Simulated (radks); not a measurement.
Q: Species: Lu. Configuration: [Xe] 4f14 5d1 6s2 (the NIST ground configuration). Method: Dirac Kohn-Sham, BLYP, spin-unpolarised, spherical densities, finite nucleus; open shells fill j = l - 1/2 first; Fermi nuclear charge, rms radius 5.37 fm; computed with a radial shooting solver on a logarithmic mesh with Libxc functionals. Some entries of the table are withheld. Estimate them.

| orbital | occ. | eigenvalue (eV) | <r> (bohr) |
|---|---|---|---|
| 1s1/2 | 2 | -63149.99 | 0.01932 |
| 2s1/2 | 2 | -10743.28 | 0.08124 |
| 2p1/2 | 2 | (1) | 0.06740 |
| 2p3/2 | 4 | (2) | 0.07501 |
| 3s1/2 | 2 | -2434.077 | 0.2122 |
| 3p1/2 | 2 | (3) | 0.2020 |
| 3p3/2 | 4 | (4) | 0.2162 |
| 3d3/2 | 4 | -1612.513 | (5) |
| 3d5/2 | 6 | -1560.456 | (6) |
| 4s1/2 | 2 | -484.0199 | 0.4779 |
| 4p1/2 | 2 | -396.0584 | 0.4849 |
| 4p3/2 | 4 | -341.7680 | 0.5177 |
| 4d3/2 | 4 | -196.9889 | 0.5409 |
| 4d5/2 | 6 | -187.0781 | 0.5524 |
| 5s1/2 | 2 | -60.5203 | 1.173 |
| 5p1/2 | 2 | -36.2249 | 1.318 |
| 5p3/2 | 4 | -29.3488 | 1.434 |
| 4f5/2 | 6 | -10.0387 | (7) |
| 4f7/2 | 8 | -8.5163 | (8) |
| 6s1/2 | 2 | -4.4808 | 3.648 |
| 5d3/2 | 1 | -1.7425 | 2.858 |
| 5d5/2 | 0 | -1.4317 | 3.049 |

A: 
(1) 2p1/2 eigenvalue (eV): -10256.28
(2) 2p3/2 eigenvalue (eV): -9138.436
(3) 3p1/2 eigenvalue (eV): -2218.188
(4) 3p3/2 eigenvalue (eV): -1979.782
(5) 3d3/2 <r> (bohr): 0.1898
(6) 3d5/2 <r> (bohr): 0.1942
(7) 4f5/2 <r> (bohr): 0.7170
(8) 4f7/2 <r> (bohr): 0.7337
